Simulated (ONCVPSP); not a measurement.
## rubidium (Rb): one change to an ONCV potential, before and after

| Quantity | Value |
| --- | --- |
| Element | Rb (Z = 37) |
| Generator | ONCVPSP 4.0.1 |
| Type | optimised norm-conserving Vanderbilt (ONCV) |
| Functional | PBE |
| Relativity | scalar-relativistic |
| Frozen core | [Ar] 3d10 |
| Valence charge | 9 |
| Reference configuration | 4s2 4p6 5s1 |
| Partial waves | 4s+5s: rc 2.75 bohr, ncon 4, nbas 8, qcut 3.3 1/bohr, 2 projectors; 4p: rc 1.75 bohr, ncon 4, nbas 9, qcut 5.4 1/bohr, 2 projectors, debl 2.2 Ha; d scattering state at 0.12 Ha: rc 2.95 bohr, ncon 4, nbas 9, qcut 3.2 1/bohr, 3 projectors, debl 1.2 Ha |
| Local potential | polynomial inside 1.70 bohr (lpopt 5, dvloc0 -1 Ha) |
| Core correction | Teter function, fcfact 5.25, rcfact 1 |

Change: all radii but the core radius scaled by about 1.28 (s 3.50, p 2.24, d 3.76 bohr); local potential polynomial inside 2.16 bohr (lpopt 5, dvloc0 -1 Ha).

Cutoffs: the cutoffs (Ha) at which the residual kinetic energy of the hardest occupied pseudo-wave falls to 1 and 0.1 mHa per electron; they do not see the model core or the augmentation charge, which bear on the density cutoff. Errors are all-electron minus pseudo energies relative to the spin-unpolarised reference configuration.

Question: Predict the effect on cutoff, ghosts and configuration errors.

Answer: The potential gets softer (11 Ha and 23 Ha → 6.5 Ha and 7.8 Ha); of the 4 tests that both files solve, the error grows in 1 and shrinks in 0 by more than 15 % and 0.3 meV (median size 0.4 → 0.5 meV); neither file shows a bound ghost. A larger radius leaves more room for a smooth pseudo-wave, so fewer plane waves are needed.

```tsv
quantity	base	changed
cutoff, loose	11 Ha	6.5 Ha
cutoff, tight	23 Ha	7.8 Ha
loose cutoff by channel	s 3.4 Ha, p 11 Ha	s 3.4 Ha, p 6.5 Ha
bound ghosts	none	none
GHOST(+) flags under 300 eV	none	none
error for 4s2 4p6 5s0, meV [ΔE 4.15 eV]	-0.5	-0.8
error for 4s2 4p6 5s0.5, meV [ΔE 1.58 eV]	-0.1	-0.1
error for 4s2 4p6 5s0 5p1, meV [ΔE 1.52 eV]	-0.2	-0.2
error for 4s1 4p6 5s1, meV [ΔE 37.74 eV]	-307	-266
rms error of d²Exc/dni dnj with the model core, mHa	1.02	0.91
```
